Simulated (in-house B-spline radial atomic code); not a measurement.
Sn+ is squeezed into an impenetrable sphere of radius R (the orbitals vanish at R). No spin polarisation. Method: scalar-relativistic (X2C) PBE, spherical fractional occupations, Fermi nucleus of rms radius 4.6519 fm. Calculated with a radial B-spline atomic code at the basis-set limit.

Energies in eV above the free ion in [Kr] 4d10 5s2 5p1:

| R (bohr) | highest level (eV) | [Kr] 4d10 5s2 5p1 | [Kr] 4d10 5s1 5p1 5d1 | [Ar] 3d10 4s2 4p5 4d10 5s2 5p1 5d1 |
| --- | --- | --- | --- | --- |
| 9.08 | -10.2 | 0.004459 | 15.76 | 99.62 |
| 6.67 | -10 | 0.1493 | 16.94 | 100.6 |
| 5.35 | -9.03 | 1.001 | 19.87 | 103.2 |
| 4.37 | -6.43 | 4.263 | 26.97 | 109.9 |
| 3.3 | 4.04 | 23.23 | 56.3 | 140.6 |
| 2.9 | 14.5 | 46.97 | 87.5 | 174.8 |
| 2.56 | 30.8 | 90.1 | 139.7 | 233.4 |
| 2.2 | 64.1 | 193.4 | 256.3 | 365.9 |
| 1.75 | 164 | 583.4 | 668 | 834.9 |
| 1.32 | 446 | 2067 | 2167 | 2513 |

Problem. Does [Kr] 4d10 5s1 5p1 5d1 fall below [Kr] 4d10 5s2 5p1 under compression?

Solution. No, it stays above over the whole range.

Problem. Does [Ar] 3d10 4s2 4p5 4d10 5s2 5p1 5d1 fall below [Kr] 4d10 5s2 5p1 under compression?

Solution. No, it stays above over the whole range.

The highest level is first positive in the row R = 3.3 bohr, pushed up by confinement above the zero of the free ion's potential. Each configuration is held fixed and needn't be the lowest in the sphere.
